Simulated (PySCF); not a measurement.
Species: C4H7F2OS (doublet state).
Numbering: `[CH2:1][CH2:2][O:3][C:4]([F:5])([F:6])[CH2:7][SH:8]` (hydrogens: H9, H10 on C1; H11, H12 on C2; H13, H14 on C7; H15 on S8)

Structure used (GFN2-xTB), in Å, numbered top down from 1:
```xyz
15
C4H7F2OS angstrom
C     -2.1336    1.4404   -0.4620
C     -1.5544    0.1515   -0.0777
O     -0.1200    0.2360   -0.1432
C      0.5530   -0.9077    0.0231
F      0.2226   -1.8247   -0.9526
F      0.1909   -1.5481    1.1749
C      2.0556   -0.6748   -0.0230
S      2.5791    0.5709    1.1911
H     -1.5278    2.1745   -0.9500
H     -3.1720    1.6227   -0.2791
H     -1.8860   -0.6632   -0.7489
H     -1.8536   -0.1381    0.9429
H      2.3264   -0.3510   -1.0276
H      2.5681   -1.6027    0.2259
H      1.7473    1.5222    0.7748
```

The hyperfine couplings belong to this conformer and change with its torsions.

Method: UKS B3LYP, pcH-1 on C F H O S, non-relativistic, mean-field spin-orbit, GIAO (PySCF 2.14.0). One conformer (not necessarily the lowest) at the GFN2-xTB geometry, without solvent, vibrations or thermal averaging. A GFN2-xTB geometry isn't a minimum of the functional, and hyperfine couplings can be far from their values at a DFT geometry. The SCF solution wasn't tested for stability.

(1) What is the g tensor, term by term?

(2) What are the electron Larmor frequencies g μB B/h along the three axes at 1200 mT?

(3) How much does each term add to the isotropic shift?

(4) In a frozen sample, at which fields do the three g values resonate at 9.5, 34, 94 and 263 GHz (hyperfine left aside), and which band first spreads them over more than twice a line width of 0.3 mT?

## Answers

(1) 
| Δg (ppm) | 1 | 2 | 3 |
| --- | --- | --- | --- |
| relativistic mass correction | -134 | -134 | -134 |
| gauge correction | 3 | 33 | 17 |
| orbital Zeeman/spin–orbit | -42 | 545 | 697 |
| total | -173 | 444 | 579 |

So g = 2.00215, 2.00276, 2.00290 and g_iso = 2.00260; the tensor is rhombic: the two nearest values differ by 18 % of g3 − g1. Axes: g2 points within 14° of the C1–C2 bond.

(2) 33.6270, 33.6374, 33.6397 GHz for g1, g2 and g3, a range of 12.6 MHz.

(3) The orbital-Zeeman/spin–orbit term 400, the mass correction -134 and the gauge correction 18 ppm, for a total of 283 ppm. The orbital-Zeeman/spin–orbit term is the largest in size. The mass correction is the same along every axis, so the anisotropy comes from the other two: their spans along these axes are 30 (gauge) and 739 ppm (orbital Zeeman/spin–orbit).

(4) 
```csv
band,GHz,B(g3) mT,B(g2) mT,B(g1) mT,spread mT
X,9.5,338.89,338.91,339.01,0.13
Q,34.0,1212.85,1212.94,1213.31,0.46
W,94.0,3353.18,3353.41,3354.44,1.26
J,263.0,9381.78,9382.42,9385.30,3.52
```

The spread grows in proportion to the frequency. W band is the first where it exceeds 0.6 mT.

The Mulliken spin populations are largest on C1 (+1.08) and C2 (-0.09). No atom but C1 exceeds +0.15. The angles at C1 add up to 360.0°, so it is planar; its axial dipolar tensor and the negative couplings of its protons fit spin in a p orbital normal to that plane.

The HOMO–LUMO gaps are 6.75 eV among the α and 4.69 eV among the β orbitals.
